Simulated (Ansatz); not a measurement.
Mulliken charges of `C=[CH][SnH]([Cl])[Cl]` from B3LYP/def2-TZVPP in Ansatz (PBE0-D4/def2-TZVP geometry).

| atom | x (Å) | y (Å) | z (Å) | charge (e) |
| --- | --- | --- | --- | --- |
| C1 | 0.327 | 0.506 | -1.569 | -0.186 |
| C2 | 0.621 | -0.372 | -0.620 | -0.324 |
| Sn3 | -0.450 | -0.423 | 1.193 | 1.023 |
| Cl4 | -1.949 | 1.352 | 1.111 | -0.375 |
| Cl5 | 1.019 | 0.013 | 2.941 | -0.370 |
| H6 | -0.474 | 1.231 | -1.460 | 0.112 |
| H7 | 0.885 | 0.537 | -2.501 | 0.120 |
| H8 | 1.434 | -1.081 | -0.750 | 0.102 |
| H9 | -1.324 | -1.809 | 1.639 | -0.103 |

By hand: the dipole of these point charges (1 e Å = 4.8032 D).

Σ q r = (-0.033, -0.640, -0.501) e Å, of length 0.813 e Å = 3.91 D.

How does the dipole of the full density compare? (Estimate.)

The calculation gave: (0.097, -0.387, -0.557) e Å, 3.29 D; the point charges give 1.19 times that, at 20° from its direction.

Point charges leave out the atoms' own dipoles, such as those of lone pairs, and Mulliken's split depends on the basis, so the two needn't agree.

B3LYP here is the variant with VWN-RPA as its local correlation; programs differ in this.
